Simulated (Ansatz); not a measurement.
Mulliken charges of C₂H₃BO (`C#CBO`) from r2SCAN/def2-TZVPP in Ansatz (PBE0-D4/def2-TZVP geometry).

| atom | x (Å) | y (Å) | z (Å) | charge (e) |
| --- | --- | --- | --- | --- |
| C1 | -0.155 | -0.040 | 1.804 | -0.091 |
| C2 | 0.052 | 0.141 | 0.629 | -0.242 |
| B3 | 0.322 | 0.380 | -0.857 | 0.173 |
| O4 | -0.137 | -0.471 | -1.800 | -0.275 |
| H5 | -0.336 | -0.194 | 2.843 | 0.233 |
| H6 | 0.946 | 1.326 | -1.231 | -0.013 |
| H7 | -0.631 | -1.210 | -1.433 | 0.214 |

Task: By hand: the dipole of these point charges (1 e Å = 4.8032 D).

Result: Σ q r = (-0.131, -0.157, 0.402) e Å, of length 0.451 e Å = 2.17 D.

Task: How does the dipole of the full density compare? (An estimate is asked.)

Result: The calculation gave: (-0.178, -0.247, 0.286) e Å, 2.01 D; the point charges give 1.08 times that, at 20° from its direction.

Point charges leave out the atoms' own dipoles, such as those of lone pairs, and Mulliken's split depends on the basis, so the two needn't agree.
